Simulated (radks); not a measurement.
Values are calculated unless marked as measured or tabulated.
Valence configurations of In (all share [Kr]). Code: a radial shooting solver on a logarithmic mesh with Libxc functionals. Model: scalar-relativistic Kohn-Sham, r2SCAN, spin-polarised, spherical densities, finite nucleus; open shells are filled with parallel spins first (spin-orbit coupling, left out, can overturn this in heavy ions); meta-GGA in the generalised Kohn-Sham scheme; Fermi nuclear charge, rms radius 4.6156 fm. Energies are relative to 4d10 5s2 5p1; eigenvalues in eV for spin up.

valence           E (eV)  moment (Bohr magnetons)    e(4d)   e(5p)    e(5s)
4d10 5s2 5p1       0.000                        1  -19.214  -2.870   -8.790
4d10 5s1.5 5p1.5   2.318                        2  -19.933  -3.487   -9.630
4d10 5s1 5p2       4.093                        3  -20.534  -3.973  -10.318
4d10 5s0.5 5p2.5   7.262                        3  -21.283  -4.303  -10.639
4d9.5 5s2 5p1.5    8.562                        2  -22.252  -3.656  -10.069
4d9 5s2 5p2       17.953                        3  -25.246  -4.387  -11.271
4d9 5s1.5 5p2.5   20.188                        4  -25.812  -4.880  -11.954
4d8.5 5s2 5p2.5   28.156                        4  -28.215  -5.082  -12.413
4d8 5s2 5p3       39.156                        5  -31.174  -5.750  -13.508
4d8 5s1 5p4       46.433                        5  -32.742  -6.496  -14.631

NIST lists [Kr] 4d10 5s2 5p1 as the ground configuration; this level of theory agrees among the configurations tried. The energies are those of spherical high-spin densities, not of single terms.
